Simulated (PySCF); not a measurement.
C7H12O2.
Numbering: `[CH3:1]/[CH:2]=[C:3](\[CH3:4])[CH2:5][O:6][C:7]([CH3:8])=[O:9]`

Level of theory: delta-SCF UKS SCAN, pcX-2 on the ionised atom, pcseg-1 elsewhere, spin-free X2C in PySCF. These are vertical core ionisation energies against the vacuum level, from separate self-consistent calculations with and without the core hole.

Some binding energies are withheld.

| atom(s) | bonded to | level | binding energy (eV) |
| --- | --- | --- | --- |
| C1 | C and 3 H | C 1s | 290.66 |
| C2 | C (double bond), C and H | C 1s | ? |
| C3 | C (double bond) and 2 C | C 1s | 290.23 |
| C4 | C and 3 H | C 1s | ? |
| C5 | O, C and 2 H | C 1s | 292.16 |
| C7 | O (double bond), O and C | C 1s | 294.38 |
| C8 | C and 3 H | C 1s | 291.23 |
| O6 | 2 C | O 1s | ? |
| O9 | C (double bond) | O 1s | 537.49 |

Task: Fill in C 1s for C2.

Result: 289.88 eV (alkene CH carbon). The nearest listed C 1s value is that of C3; the shift against it is -0.35 eV.

Task: Fill in O 1s for O6.

Result: 539.15 eV (ester single-bonded oxygen). The other listed O 1s value is that of O9; the shift against it is +1.66 eV.

Task: What is the C 1s binding energy of C4?

Result: 290.75 eV (allylic carbon). The nearest listed C 1s value is that of C1; the shift against it is +0.09 eV.

Lowest listed C 1s: C2, bonded to C (double bond), C and H. Highest, 4.50 eV above it: C7, bonded to O (double bond), O and C. Summing the Pauling electronegativity differences to the bonded atoms, each weighted by its formal bond order, gives -0.35 for the lowest site and +2.67 for the highest; no listed site has a larger sum than the highest. The smallest sum, -1.05, belongs to C1, 0.78 eV above the lowest.

Task: What is the C 1s shift of C1 against C8?

Result: 290.66 − 291.23 = -0.57 eV, or -55 kJ/mol.

Spin contamination (⟨S²⟩ against 0.75 for a pure doublet) is marked for C 1s of C7 (0.98), which makes this value less certain. The structure is a single PBE0-D3(BJ)/def2-SVP conformer in the gas phase; no vibrational or solvent corrections.

On one thread, Arm Neoverse N1, on a shared host, this took 6.2 min.

Conformer computed: `[CH3:1]/[CH:2]=[C:3](\[CH3:4])[CH2:5][O:6][C:7]([CH3:8])=[O:9]`: C2–C3–C5–O6 8°, C3–C5–O6–C7 92°, C5–O6–C7–C8 -176°.
